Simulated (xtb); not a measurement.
CeO2, triplet, at a GFN2-xTB geometry (such geometries of metal compounds can be far from the true shape) (GFN-xTB holds the 4f electrons in the core, so unpaired electrons go into valence orbitals and the state isn't the physical one) (the multiplicity is a formal guess); GFN1-xTB run with xtb 6.7.1.

Here is a job for xtb.
```
$ xtb mol.xyz --gfn 1 --uhf 2 --acc 30 --json

# file mol.xyz
3

Ce    -0.16924966     0.08770245    -0.18012469
O      1.87597302    -0.06772443    -0.41145043
O     -0.64891296    -0.56811834     1.71735447
```

It wrote (shortened):

```
   ID    Z sym.   atoms
    1   58 Ce     1
    2    8 O      2, 3

           -------------------------------------------------
          |                Calculation Setup                |
           -------------------------------------------------

           -------------------------------------------------
          |                 G F N 1 - x T B                 |
           -------------------------------------------------

          ...................................................
          :                      SETUP                      :
          :.................................................:
          :  # basis functions                  18          :
          :  # atomic orbitals                  17          :
          :  # shells                            7          :
          :  # electrons                        15          :
          :  # halogen bonds                     0          :
          :  max. iterations                   250          :
          :  Hamiltonian                  GFN1-xTB          :
          :  restarted?                      false          :
          :  GBSA solvation                  false          :
          :  PC potential                    false          :
          :  electronic temp.          300.0000000     K    :
          :  accuracy                   30.0000000          :
          :  -> integral cutoff          0.2000000E+02      :
          :  -> integral neglect         0.3000000E-06      :
          :  -> SCF convergence          0.3000000E-04 Eh   :
          :  -> wf. convergence          0.6000000E-03 e    :
          :  Broyden damping             0.4000000          :
          :  net charge                          0          :
          :  unpaired electrons                  2          :
          ...................................................

 iter      E             dE          RMSdq      gap      omega  full diag
   1    -18.2173916 -0.182174E+02  0.516E+01    0.14       0.0  T
   2     -9.1718813  0.904551E+01  0.286E+01    7.75       1.0  T
   3     -8.7931547  0.378727E+00  0.217E+01   13.77       1.0  T
   4     -9.4802463 -0.687092E+00  0.102E+01    0.48       1.0  T
   5    -27.8142701 -0.183340E+02  0.618E+01    0.81       1.0  T
   6     -9.7741460  0.180401E+02  0.894E+00    3.09       1.0  T
   7    -51.3018586 -0.415277E+02  0.745E+01    0.88       1.0  T
   8    -58.0393734 -0.673751E+01  0.790E+01    0.09       1.0  T
[...]
         :: total energy              -9.956761880458 Eh    ::
[...]
         4        2.0000           -0.4621919             -12.5769
         5        1.9999           -0.4495544             -12.2330
         6        1.9674           -0.4435249             -12.0689
         7        1.6805           -0.4410212             -12.0008
         8        1.3521           -0.4397234             -11.9655 (HOMO)
         9                         -0.3836951             -10.4409 (LUMO)
        10                         -0.3642306              -9.9112
        11                         -0.3634823              -9.8909
        12                         -0.3628461              -9.8735
        13                         -0.3507903              -9.5455
        14                         -0.3443498              -9.3702
        15                         -0.1606798              -4.3723
        16                          0.0481069               1.3091
        17                          0.1125423               3.0624
      -------------------------------------------------------------
                  HL-Gap            0.0560283 Eh            1.5246 eV
             Fermi-level           -0.4259490 Eh          -11.5907 eV

  Mulliken/CM5 charges         n(s)   n(p)   n(d)
     1Ce    1.18110  1.62989   0.730  0.907  0.182
     2O    -0.59055 -0.81494   1.659  4.931  0.000
     3O    -0.59055 -0.81495   1.659  4.931  0.000

Wiberg/Mayer (AO) data.
largest (>0.10) Wiberg bond orders for each atom

 ---------------------------------------------------------------------------
     #   Z sym  total        # sym  WBO       # sym  WBO       # sym  WBO
 ---------------------------------------------------------------------------
     1  58 Ce   2.758 --     2 O    1.379     3 O    1.379
     2   8 O    1.668 --     1 Ce   1.379     3 O    0.289
     3   8 O    1.668 --     1 Ce   1.379     2 O    0.289
 ---------------------------------------------------------------------------

Topologies differ in total number of bonds
Writing topology from bond orders to xtbtopo.mol

 dipole moment from electron density (au)
     X       Y       Z
  -2.2890   1.1861  -2.4361  total (Debye):    9.015

           -------------------------------------------------
          | TOTAL ENERGY               -9.956761880458 Eh   |
          | GRADIENT NORM               0.044163143845 Eh/α |
          | HOMO-LUMO GAP               1.524608162271 eV   |
           -------------------------------------------------

normal termination of xtb
```
